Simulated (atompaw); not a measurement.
**How hard is this Dy (Z = 66) PAW (atompaw) potential?**

| Item | Value |
| --- | --- |
| Element | Dy |
| Generator | atompaw 4.2.0.5 |
| Type | PAW |
| Functional | PBE |
| Relativity | scalar-relativistic |
| Frozen core | [Xe] 4f9 |
| Valence charge | 3 |
| Reference configuration | 5d1 6s2 6p0 |
| Partial waves | 6s (bound): rc 3.00 bohr; 6s channel at 1.35 Ry: rc 3.00 bohr; 6p (bound, empty): rc 3.00 bohr; 6p channel at 4.9 Ry: rc 3.00 bohr; 5d (bound): rc 3.00 bohr; 5d channel at 1.35 Ry: rc 1.85 bohr |
| Local potential | bessel scheme, radius 2.20 bohr |
| Core correction | smooth core density matched at 1.50 bohr |
| Augmentation charge | sinc compensation charge, radius 2.55 bohr; PAW radius 3.00 bohr; waves and projectors: custom rrkj gramschmidtortho |

The pseudo-atom Hamiltonian at the reference potential is diagonalised in spherical Bessel functions j_l(qr) that vanish at 20 bohr, with q² up to the cutoff. All-electron valence levels (Ry): 6s -0.3135, 6p -0.0979, 5d -0.1699.

How do the lowest levels (Ry) of each channel move with the cutoff, and are there ghosts?

| cutoff (Ry) | s #1 | p #1 | p #2 | d #1 | f #1 | Σ f·Δε (mRy) |
| --- | --- | --- | --- | --- | --- | --- |
| 8 | -0.3134 | -0.0978 | 0.0450 | -0.1649 | 0.0967 | 5.1 |
| 10 | -0.3135 | -0.0978 | 0.0450 | -0.1691 | 0.0967 | 0.8 |
| 12 | -0.3135 | -0.0978 | 0.0450 | -0.1698 | 0.0967 | 0.2 |
| 15 | -0.3135 | -0.0979 | 0.0450 | -0.1698 | 0.0967 | 0.2 |
| 400 | -0.3135 | -0.0979 | 0.0450 | -0.1699 | 0.0967 | 0.0 |

Result: no extra level below or beside the all-electron valence levels (s, p, d, f tested); 10 mRy is reached at 8 Ry and 1 mRy at 10 Ry.
